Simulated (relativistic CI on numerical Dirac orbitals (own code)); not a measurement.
Co4+: calculation against measurement

Calculated at this level of theory: Dirac-Coulomb-Breit CI, KLI orbitals optimised for each configuration, a model potential for QED, valence Slater integrals scaled by 0.85, P86 correlation estimate, and configurations built on the next ion tied to the tabulated ionisation energy (semi-empirical) (own radial code, finite nucleus).

Configurations in the expansion (outside the closed core [Ne]): 3s²3p⁶3d⁵, 3s²3p⁶3d⁴4s, 3s²3p⁶3d⁴4p, 3s²3p⁶3d⁴4d, 3s²3p⁶3d⁴5s, 3s²3p⁶3d⁴4f, 3s²3p⁵3d⁶, 3s²3p⁶3d⁴5p, 3s²3p⁶3d³4s², 3s²3p⁴3d⁷, 3s²3p⁶3d⁴5d, 3s²3p⁶3d³4s4p, 3s²3p⁶3d⁴5f, 3s²3p⁶3d⁴5g, 3s3p⁶3d⁶, 3s²3p⁶3d³4p², 3s²3p⁶3d³4s4d, 3s²3p⁶3d³4p4d, 3s²3p⁵3d⁵4s. Levels of other configurations are missing.

```tsv
Configuration	Term (tabulated)	J	Measured (cm⁻¹)	Computed	Error	Purity (%)
3s²3p⁶3d⁵	6S	5/2	0.0	0	0	99
3s²3p⁶3d⁵	4G	11/2	37217.5	35872	-1345	99
3s²3p⁶3d⁵	4P	5/2	40753.2	37135	-3618	94
3s²3p⁶3d⁵	4P	3/2	40890.9	37257	-3634	96
3s²3p⁶3d⁵	4P	1/2	41023.8	37353	-3670	98
3s²3p⁶3d⁵	4D	7/2	44709.1	42240	-2469	99
3s²3p⁶3d⁵	4D	1/2	44907.5	42424	-2483	98
3s²3p⁶3d⁵	2D3	5/2	57082.6	52540	-4543	72
3s²3p⁶3d⁵	2D3	3/2	57823.2	53274	-4549	95
3s²3p⁶3d⁵	2F1	7/2	59454.9	54961	-4494	97
3s²3p⁶3d⁵	2F1	5/2	60532.2	56088	-4445	69
3s²3p⁶3d⁵	4F	9/2	60830.3	57110	-3720	97
3s²3p⁶3d⁵	4F	7/2	60973.6	57220	-3754	97
3s²3p⁶3d⁵	2H	9/2	64742.3	61187	-3555	85
3s²3p⁶3d⁵	2H	11/2	65283.8	61657	-3627	97
3s²3p⁶3d⁵	2G2	7/2	66228.7	63033	-3196	98
3s²3p⁶3d⁵	2G2	9/2	66760.4	63462	-3298	83
3s²3p⁶3d⁵	2S	1/2	76864.5	72091	-4773	99
3s²3p⁶3d⁵	2G1	9/2	95708.7	90373	-5336	99
3s²3p⁶3d⁵	2G1	7/2	95726.5	90393	-5333	99
3s²3p⁶3d⁴4s	6D	1/2	205878.9	211468	5589	100
3s²3p⁶3d⁴4s	6D	3/2	206108.5	211690	5581	100
3s²3p⁶3d⁴4s	6D	5/2	206476.0	212045	5569	100
3s²3p⁶3d⁴4s	6D	7/2	206962.2	212515	5553	100
3s²3p⁶3d⁴4s	6D	9/2	207548.5	213082	5533	100
3s²3p⁶3d⁴4s	4D	1/2	216820.5	221743	4922	99
3s²3p⁶3d⁴4s	4D	3/2	217171.0	222081	4910	99
3s²3p⁶3d⁴4s	4D	5/2	217713.2	222604	4891	99
3s²3p⁶3d⁴4s	4D	7/2	218407.2	223274	4867	99
3s²3p⁶3d⁴4s	4P	1/2	235199.9	240642	5443	98
3s²3p⁶3d⁴4s	4H	7/2	235961.1	238860	2899	98
3s²3p⁶3d⁴4s	4H	9/2	236158.0	239054	2896	98
3s²3p⁶3d⁴4s	4P	3/2	236353.1	241735	5382	99
3s²3p⁶3d⁴4s	4H	11/2	236431.2	239299	2868	99
3s²3p⁶3d⁴4s	4H	13/2	236746.0	239579	2833	99
3s²3p⁶3d⁴4s	4P	5/2	238106.2	243436	5329	99
3s²3p⁶3d⁴4s	4F	7/2	238259.1	242960	4701	91
3s²3p⁶3d⁴4s	4F	9/2	238390.3	243082	4692	91
3s²3p⁶3d⁴4s	4G	5/2	241174.1	245403	4229	92
3s²3p⁶3d⁴4s	4G	7/2	241582.4	245795	4213	90
3s²3p⁶3d⁴4s	4G †	9/2	241875.4	246125	4250	90
3s²3p⁶3d⁴4s	4G †	11/2	241985.3	246503	4517	78
3s²3p⁶3d⁴4s	2P	1/2	242340.3	247299	4959	98
3s²3p⁶3d⁴4s	2H	9/2	242765.0	245153	2388	94
3s²3p⁶3d⁴4s	2H	11/2	243455.2	245458	2003	77
3s²3p⁶3d⁴4s	2P	3/2	244485.4	249359	4874	98
3s²3p⁶3d⁴4s	2G	7/2	248098.9	251902	3803	92
```

Measured levels from Sugar and Corliss, J. Phys. Chem. Ref. Data 10, 1097 (1981); pairs were made by configuration, J and term (by order where the table uses no LS term), so strongly mixed levels may be paired wrongly. Some J values or terms of the table were assigned by a fit.

Mean error by configuration (cm⁻¹): 3s²3p⁶3d⁵ -3781; 3s²3p⁶3d⁴4s 4437. Over the excited levels the mean absolute error is 4154 cm⁻¹ (46 of the 46 excited levels that our extract of the source holds in range could be paired), and the median relative error of those above 1,000 cm⁻¹ is 2.7 %. Some levels of the ground configuration have no partner. † marks terms whose computed intervals miss the measured ones by more than a factor of 2.5, or configurations far off the rest, from wrong mixing, a near crossing or a doubtful label or measurement; they are left out of the means.
